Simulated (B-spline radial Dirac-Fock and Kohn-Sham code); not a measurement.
ΔSCF core binding energies without Breit or QED terms, calculated with a radial finite-basis atomic code.

A sound run for the Os²⁺ ion in the configuration [Xe] 4f14 5d6: The ground state converged in 10 iterations, with total energy -17270.20582 Ha, virial ratio 1.88167 and highest orbital energy -27.83 eV. ΔSCF binding energies: K (1s) 74278.5 eV, L3 (2p3/2) 10931.6 eV, M5 (3d5/2) 1992.7 eV.

A second run, with one unsound setting: The ground state converged in 10 iterations, with total energy -17270.19499 Ha, virial ratio 1.88167 and highest orbital energy -27.55 eV. ΔSCF binding energies: K (1s) 74278.3 eV, L3 (2p3/2) 10931.3 eV, M5 (3d5/2) 1992.5 eV.

```
iter   energy (Ha)        error
   1   -17269.25210107  2.20e+00
   2   -17270.03607025  1.47e-01
   3   -17270.19236758  1.89e-02
   4   -17270.19431536  8.89e-03
   5   -17270.19496272  1.23e-03
   6   -17270.19498540  3.44e-04
   7   -17270.19498675  1.12e-04
   8   -17270.19498685  3.36e-05
   9   -17270.19498688  9.54e-06
  10   -17270.19498688  2.16e-07
```

Q: Which fault fits the second run best?
A. box too small
B. overfilled shell
C. speed of light below Z
D. tolerance below the noise

A: A. The input had rmax = 5.0: rmax squeezes the outer orbitals.
